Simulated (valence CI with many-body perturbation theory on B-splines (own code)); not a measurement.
Results of a calculation; reference values are marked as such.
# Ta67+: magnetic and hyperfine properties of the levels

Method: configuration interaction combined with many-body perturbation theory (CI+MBPT): four valence electrons over a frozen Dirac-Fock core [He], radial functions for each j: 11 s, 11 p, 10 d, 8 f, 5 g, 2 h, with the one-electron correlation potential Σ1, the two-electron term Σ2, the three-electron term Σ3, Breit, model QED; selected CI, second order for the rest, scaled by the run's own slope (own B-spline code, finite nucleus).

No measured spectrum was set against this ion. As an estimate, large intervals hold to a few tenths of a per cent, small ones and those within an open d or f shell to about a per cent. Among the levels kept, up to 1300 cm⁻¹ of a level comes from second order outside the variational space, and about a tenth of that is noise between levels of different J, which matters for small intervals.

A/g_I is the dipole constant over the nuclear g factor μ/I (μ in nuclear magnetons, uniformly magnetised nucleus), B/Q the quadrupole constant per barn. Both hold the static response of the core; the bare values leave it out. Large factors of s and p1/2 electrons are usually good to 5 to 10 %; those of open d and f shells near neutrality can be off by tens of per cent, and small factors of p3/2, d and f electrons come from cancelling terms and can be off by a factor of two or in sign, in half-filled shells by more. B is blank for J = 1/2, where it vanishes, and for nearly pure S terms. Energies count from the lowest level. Levels with J = 0 are left out.

Levels are named by their leading jj configuration (3d3/2^4 stands for four electrons in 3d with j = 3/2), which in mixed levels can hold well under half, so a name can repeat and another be missing. Letters in brackets count levels of one name in rising energy.

```tsv
Level	E (Ry)	g	A/g_I (MHz)	A/g_I bare	B/Q (MHz/b)	B/Q bare
(2s^2 2p1/2 2p3/2) J=1	97.39	1.469	-770000	-742000	797000	798000
(2s^2 2p1/2 2p3/2) J=2	98.72	1.135	2380000	2380000	1510000	1510000
(2s 2p1/2^2 2p3/2) J=2	119.10	1.494	5980000	5940000	1530000	1530000
(2s 2p1/2^2 2p3/2) J=1	125.47	1.111	-4400000	-4310000	898000	900000
(2s^2 2p3/2^2) J=2	197.82	1.292	815000	832000	83400	83500
(2s 2p1/2 2p3/2^2) J=2 [a]	214.41	1.547	4250000	4230000	244000	244000
(2s 2p1/2 2p3/2^2) J=3	217.66	1.294	5340000	5310000	-4110	-4150
(2s 2p1/2 2p3/2^2) J=1 [a]	223.82	1.299	-5270000	-5170000	-462000	-463000
(2s 2p1/2 2p3/2^2) J=2 [b]	224.50	1.046	-386000	-342000	-169000	-169000
(2s 2p1/2 2p3/2^2) J=1 [b]	224.82	1.295	1.36e+07	1.35e+07	261000	262000
(2p1/2^2 2p3/2^2) J=2	247.48	1.306	761000	796000	79700	79800
(2s 2p3/2^3) J=2	319.26	1.434	6060000	6020000	-1620000	-1620000
(2s 2p3/2^3) J=1	325.50	1.155	-4460000	-4370000	-694000	-695000
(2p1/2 2p3/2^3) J=1	346.02	1.469	-825000	-770000	-792000	-793000
(2p1/2 2p3/2^3) J=2	347.37	1.122	2370000	2380000	-1670000	-1670000
(2s^2 2p1/2 3s) J=1	741.04	1.302	6730000	6690000	-14700	-14700
(2s^2 2p1/2 3p1/2) J=1	747.16	0.634	4670000	4650000	-3520	-3530
(2s 2p1/2^2 3s) J=1	760.57	2.002	1.39e+07	1.37e+07	7330	7340
(2s 2p1/2^2 3p1/2) J=1	767.58	1.340	1.19e+07	1.17e+07	-6170	-6170
(2s^2 2p1/2 3p3/2) J=2	777.60	1.145	1970000	1970000	471000	471000
(2s^2 2p1/2 3p3/2) J=1	777.69	1.498	-1370000	-1350000	235000	235000
(2s^2 2p1/2 3d3/2) J=2	782.33	0.742	1900000	1900000	97000	97700
(2s^2 2p1/2 3d3/2) J=1	784.27	0.827	-1580000	-1570000	40400	40700
(2s^2 2p1/2 3d5/2) J=2	790.98	1.283	-1010000	-1010000	91800	92400
(2s^2 2p1/2 3d5/2) J=3	791.29	1.093	1240000	1230000	88100	88900
(2s 2p1/2^2 3p3/2) J=2	797.63	1.495	5480000	5430000	459000	459000
(2s 2p1/2^2 3p3/2) J=1	798.00	1.137	-5120000	-5060000	242000	242000
(2s 2p1/2^2 3d3/2) J=1	802.30	0.470	-5260000	-5200000	41300	41600
(2s 2p1/2^2 3d3/2) J=2	802.74	1.110	5450000	5390000	80000	80600
(2s 2p1/2^2 3d5/2) J=3	810.71	1.328	3670000	3630000	81200	82000
(2s 2p1/2^2 3d5/2) J=2	812.00	1.031	-3470000	-3430000	67800	68500
```

Task: Take the isotope of mass number 181, with I = 7/2, μ = 2.365 μN and Q = 3.17 b. What is the hyperfine structure of (2s 2p1/2 2p3/2^2) J=3?

Result: From the table A = 3610000 MHz, B = -13000 MHz. Shifts from the centre of gravity in MHz: F = 1/2: -4.87e+07, F = 3/2: -4.33e+07, F = 5/2: -3.43e+07, F = 7/2: -2.17e+07, F = 9/2: -5410000, F = 11/2: 1.44e+07, F = 13/2: 3.79e+07.
